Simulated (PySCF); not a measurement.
Isomers of C7H12OSi, mass 140.066 u with the commonest isotopes. Computed with PBE0/pcSseg-1 in PySCF (dipole) on a GFN2-xTB geometry, gas phase. One conformer each, none proved a minimum here; rigid rotors.

Task: Order these by radius of gyration √(Σ m r²/M), smallest first.
A. `[CH:1]#[C:2][SiH2:3][O:4][CH2:5]/[CH:6]=[CH:7]/[CH2:8][CH3:9]` with C2–Si3–O4–C5 -58°, Si3–O4–C5–C6 180°, O4–C5–C6–C7 124°, C6–C7–C8–C9 118°
B. `[CH:1]#[C:2]/[C:3](=[CH:4]/[O:5][SiH3:6])[CH2:7][CH2:8][CH3:9]` with C3–C4–O5–Si6 -179°, C2–C3–C7–C8 74°, C3–C7–C8–C9 -177°
C. `[CH2:1]=[CH:2][CH2:3][Si@@H:4]1[CH2:5][CH2:6][C@@H:7]1[CH:8]=[O:9]` with C1–C2–C3–Si4 -107°, C2–C3–Si4–C5 -75°, C6–C7–C8–O9 -17°
D. `[CH3:1][CH2:2][CH2:3][C:4]1=[CH:5][C:6](=[O:7])[SiH2:8][CH2:9]1` with C1–C2–C3–C4 180°, C2–C3–C4–C5 102°
E. `[CH3:1][C@@H:2]1[CH2:3][Si@H:4]([CH2:5][C:6]2=[CH:7][CH2:8]2)[O:9]1` with C3–Si4–C5–C6 -30°, Si4–C5–C6–C7 -92°
F. `[CH:1]#[C:2][Si@:3]1([CH3:4])[CH2:5][C@H:6]([CH2:7][OH:8])[CH2:9]1` with C5–C6–C7–O8 -47°, C6–C7–O8–H -52°, C2–Si3–C5–C6 -101°, Si3–C5–C6–C7 111°, C5–C6–C9–Si3 9°, C2–Si3–C9–C6 105°

Result: E (2.135 Å), F (2.172 Å), C (2.341 Å), D (2.517 Å), B (2.636 Å), A (3.053 Å).

Task: Order these by rotational constant C, largest first.
A. `[CH3:1][C@@H:2]1[CH2:3][Si@H:4]([CH2:5][C:6]2=[CH:7][CH2:8]2)[O:9]1` with C3–Si4–C5–C6 -30°, Si4–C5–C6–C7 -92°
B. `[CH:1]#[C:2][Si@:3]1([CH3:4])[CH2:5][C@H:6]([CH2:7][OH:8])[CH2:9]1` with C5–C6–C7–O8 -47°, C6–C7–O8–H -52°, C2–Si3–C5–C6 -101°, Si3–C5–C6–C7 111°, C5–C6–C9–Si3 9°, C2–Si3–C9–C6 105°
C. `[CH:1]#[C:2][C@@:3]([CH3:4])([CH:5]=[O:6])[CH2:7][SiH2:8][CH3:9]` with C2–C3–C5–O6 137°, C2–C3–C7–Si8 -47°, C3–C7–Si8–C9 -41°
D. `[CH:1]#[C:2]/[C:3](=[CH:4]/[O:5][SiH3:6])[CH2:7][CH2:8][CH3:9]` with C3–C4–O5–Si6 -179°, C2–C3–C7–C8 74°, C3–C7–C8–C9 -177°
E. `[CH3:1][CH2:2][CH2:3][C:4]1=[CH:5][C:6](=[O:7])[SiH2:8][CH2:9]1` with C1–C2–C3–C4 180°, C2–C3–C4–C5 102°
F. `[CH:1]#[C:2][SiH2:3][O:4][CH2:5]/[CH:6]=[CH:7]/[CH2:8][CH3:9]` with C2–Si3–O4–C5 -58°, Si3–O4–C5–C6 180°, O4–C5–C6–C7 124°, C6–C7–C8–C9 118°
G. `[CH2:1]=[CH:2][CH2:3][Si@@H:4]1[CH2:5][CH2:6][C@@H:7]1[CH:8]=[O:9]` with C1–C2–C3–Si4 -107°, C2–C3–Si4–C5 -75°, C6–C7–C8–O9 -17°

Result: C (971.5 MHz), A (886.1 MHz), B (829.4 MHz), G (708.2 MHz), E (587.0 MHz), D (530.0 MHz), F (392.9 MHz).

Task: Order these by rotational constant A, largest first.
A. `[CH:1]#[C:2][Si@:3]1([CH3:4])[CH2:5][C@H:6]([CH2:7][OH:8])[CH2:9]1` with C5–C6–C7–O8 -47°, C6–C7–O8–H -52°, C2–Si3–C5–C6 -101°, Si3–C5–C6–C7 111°, C5–C6–C9–Si3 9°, C2–Si3–C9–C6 105°
B. `[CH:1]#[C:2][SiH2:3][O:4][CH2:5]/[CH:6]=[CH:7]/[CH2:8][CH3:9]` with C2–Si3–O4–C5 -58°, Si3–O4–C5–C6 180°, O4–C5–C6–C7 124°, C6–C7–C8–C9 118°
C. `[CH3:1][C@@H:2]1[CH2:3][Si@H:4]([CH2:5][C:6]2=[CH:7][CH2:8]2)[O:9]1` with C3–Si4–C5–C6 -30°, Si4–C5–C6–C7 -92°
D. `[CH:1]#[C:2]/[C:3](=[CH:4]/[O:5][SiH3:6])[CH2:7][CH2:8][CH3:9]` with C3–C4–O5–Si6 -179°, C2–C3–C7–C8 74°, C3–C7–C8–C9 -177°
E. `[CH2:1]=[CH:2][CH2:3][Si@@H:4]1[CH2:5][CH2:6][C@@H:7]1[CH:8]=[O:9]` with C1–C2–C3–Si4 -107°, C2–C3–Si4–C5 -75°, C6–C7–C8–O9 -17°
F. `[CH3:1][CH2:2][CH2:3][C:4]1=[CH:5][C:6](=[O:7])[SiH2:8][CH2:9]1` with C1–C2–C3–C4 180°, C2–C3–C4–C5 102°

Result: B (4399 MHz), F (2963 MHz), E (2300 MHz), C (1998 MHz), A (1804 MHz), D (1623 MHz).

```tsv
SMILES	point group	Ia (u·Å²)	Ib (u·Å²)	Ic (u·Å²)	κ	μa (D)	μb (D)	μc (D)
C#C/C(=C/O[SiH3])CCC	C1	311.33	681.10	953.60	-0.61	1.37	0.17	0.30
CCCC1=CC(=O)[SiH2]C1	C1	170.54	743.55	860.95	-0.92	3.67	2.49	0.42
C#C[Si@]1(C)C[C@H](CO)C1	C1	280.13	431.51	609.33	-0.30	1.22	1.26	0.87
C=CC[Si@@H]1CC[C@@H]1C=O	C1	219.72	601.47	713.57	-0.83	1.11	1.80	1.80
C[C@@H]1C[Si@H](CC2=CC2)O1	C1	252.91	453.08	570.35	-0.59	0.09	0.36	1.02
C#C[SiH2]OC/C=C/CC	C1	114.88	1210.35	1286.20	-0.99	0.39	1.03	0.72
C#C[C@@](C)(C=O)C[SiH2]C	C1	309.06	438.37	520.23	-0.45	1.72	1.52	0.05
```
